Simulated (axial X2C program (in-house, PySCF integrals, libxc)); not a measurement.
What spin–orbit coupling does to GaBi

Calculated with an in-house relativistic program for diatomic molecules. Spin-free means the one-electron spin-free X2C Hamiltonian; two-component (2c) means X2C with spin–orbit coupling and atomic mean-field two-electron Coulomb and Gaunt terms, so the difference of the two also holds small scalar two-electron terms. Basis: Bi dyall-cv3z [12s14p10d6f1g], Ga dyall-cv3z [9s9p7d4f1g] (cores contracted in-house); Gaussian nuclei, density fitting, unrestricted open shells. Masses: Bi 208.980 u, Ga 68.926 u.

Spin-free state: M_S = 1, Λ = 0 (beyond evenly filled blocks: π+α, π-α); fragments Bi + Ga.

```
  level  Re (Å)  ωe (cm⁻¹)  De (eV)  μ (D)
   PBE0   2.834      157.0    1.688   1.17
     HF   2.888      144.1    0.525   1.69
    MP2   2.852      163.8    1.309    n/a
   CCSD   2.869      154.0    1.355    n/a
CCSD(T)   2.871      153.8    1.435    n/a
  TPSSh   2.841      154.4    1.736   1.07
```

Correlated methods: 8 electrons correlated (number of frozen shells: Bi 5 s, 4 p, 3 d, 1 f; Ga 3 s, 2 p, 1 d), 310 virtual spin orbitals or spinors in MP2, 90 natural virtuals in coupled cluster.

Dipoles are positive if Ga is the positive end.

Two-component determinant lowest at the distance of the search:

Ω = 1 (⟨Sz⟩ = 0.62, ⟨Lz⟩ = 0.38 at HF); fragments Bi + Ga.

```json
{"level": "PBE0", "Re (Å)": "2.717", "ωe (cm⁻¹)": "154.4", "De (eV)": "n/a", "μ (D)": "1.18"}
{"level": "HF", "Re (Å)": "2.818", "ωe (cm⁻¹)": "137.9", "De (eV)": "n/a", "μ (D)": "1.86"}
{"level": "MP2", "Re (Å)": "2.760", "ωe (cm⁻¹)": "155.3", "De (eV)": "1.226", "μ (D)": "n/a"}
{"level": "CCSD", "Re (Å)": "2.773", "ωe (cm⁻¹)": "152.0", "De (eV)": "1.250", "μ (D)": "n/a"}
{"level": "CCSD(T)", "Re (Å)": "2.767", "ωe (cm⁻¹)": "153.6", "De (eV)": "1.341", "μ (D)": "n/a"}
{"level": "TPSSh", "Re (Å)": "2.715", "ωe (cm⁻¹)": "151.3", "De (eV)": "n/a", "μ (D)": "1.05"}
```

**Question.** From the two tables, how do the constants change at the CCSD(T) level (2c against spin-free)?

**Answer.** At the CCSD(T) level Re falls by 0.104 Å and ωe stays the same within 0.2 cm⁻¹; De changes by -0.094 eV.

One determinant describes the state; a PBE0 search over occupations chose it and may have missed a lower one. De is counted from the lowest determinant-based energies of the atoms at the same level, without counterpoise correction. De is not given where an atomic determinant may have missed its ground term or J level, or where the truncated virtual space spoils (T). Density functionals use the spin component along the axis (collinear). Coupled cluster ran in a truncated set of natural virtual spinors; the MP2 energy of the rest was added. (T) has no such correction and the atoms are truncated less, which lowers De at CCSD(T) by a hundredth of an eV or more. Other states lie close and PBE0, whose exact exchange favours high spin, may order them wrongly; the determinant shown need not be the ground state. The nearest other spin-free determinant of the search, M_S = 1, Λ = 1, lies 0.28 eV up at the distance of the search. Without a current term, density functionals place determinants with orbital angular momentum somewhat too high. With several unpaired electrons one determinant need not be a pure state. Open-shell Ω = 0 determinants with evenly filled partner blocks cannot be reached by this program, so the Ω shown need not be the lowest component. This is the Ω = 1 component of a π² triplet; the 0⁺ component is not one determinant and can lie lowest. With the outer-core shells frozen, correlated bond lengths of heavy atoms tend to come out a few hundredths of an ångström too long.
